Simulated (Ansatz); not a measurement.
Which is lower?

Two relaxed structures of LiSnH$_{3}$O, closed shell (PBE0-D4/def2-TZVP; forces vanish, vibrations not checked).

A:

Li1  (0.276, -2.503, 1.455)
O2  (0.124, -1.121, 0.651)
Sn3  (-0.058, 0.525, -0.305)
H4  (-1.359, 0.415, -1.428)
H5  (1.393, 0.871, -1.165)
H6  (-0.376, 1.813, 0.792)
(Å)

B:

Li1  (-0.674, -2.241, 0.751)
O2  (0.734, -1.309, 0.921)
Sn3  (-0.391, 0.201, -0.181)
H4  (1.623, -1.083, 1.184)
H5  (0.849, 0.590, -1.359)
H6  (-0.059, 1.553, 0.886)
(Å)

Ansatz 0.2.0; basis: def2-TZVPP; cores frozen in the correlated methods. Filled d shells of the heavier atoms are correlated. Core potentials replace the inner electrons of the atoms past krypton. The outer core shell of Li, Na, Mg and K is correlated. The def2 sets are not built for correlating such inner shells, so the correlated values are less sure here. B3LYP uses VWN-RPA correlation.

**Question.** Which structure is lower at CCSD(T), and by how much? (An estimate is asked for; the value comes from the calculation.)

**Answer.** By the calculation: B, by 47.9 kJ/mol (electronic energy, against the other). By their contacts, A is LiSnH₃O ([Li][O][SnH3]) and B is LiSnH₃O ([Li]1[OH][SnH2]1).

All methods give the same order:

```json
{"method": "PBE-D4", "E(B) − E(A) (kJ/mol)": "-60.0"}
{"method": "r2SCAN-D4", "E(B) − E(A) (kJ/mol)": "-56.4"}
{"method": "PBE0-D4", "E(B) − E(A) (kJ/mol)": "-59.3"}
{"method": "B3LYP-D4", "E(B) − E(A) (kJ/mol)": "-58.9"}
{"method": "wB97M-V", "E(B) − E(A) (kJ/mol)": "-56.0"}
{"method": "HF", "E(B) − E(A) (kJ/mol)": "-52.2"}
{"method": "MP2", "E(B) − E(A) (kJ/mol)": "-44.5"}
{"method": "CCSD", "E(B) − E(A) (kJ/mol)": "-50.1"}
{"method": "CCSD(T)", "E(B) − E(A) (kJ/mol)": "-47.9"}
```

The T1 diagnostic stays at or below 0.016.

Labels in which every atom is bracketed show which atoms are joined, not bond orders.

For scale, one of the runs: CCSD(T)/def2-TZVPP, 142 basis functions, launched by `ansatz run in.yaml --threads 2 --pin off --events-out ev --progress --plain --max-ram 4352MiB`. Hardware: 2 CPU threads of an AMD EPYC 7B13, shared host. Wall time 19 s; peak host memory 1 GiB.
